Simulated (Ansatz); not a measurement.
Frontier orbitals of B$_{2}$H$_{4}$SSi, SMILES `B[SiH]1BS1`.

Total charge 0; spin multiplicity 1. All single points use the PBE0-D4/def2-TZVP geometry. Basis def2-TZVPP, Ansatz 0.2.0.

```csv
functional,HOMO (eV),LUMO (eV),gap (eV)
PBE,-6.28,-3.61,2.67
PBE0,-7.20,-2.75,4.45
CAM-B3LYP,-8.36,-1.68,6.68
ωB97M-V,-9.14,-0.85,8.29
```

Against PBE, PBE0 changes HOMO and LUMO by −0.92 and +0.86 eV, ωB97M-V by −2.86 and +2.76 eV. A gap of 2.67 eV thus becomes 8.29 eV for the same molecule, so an orbital gap means little without its functional.
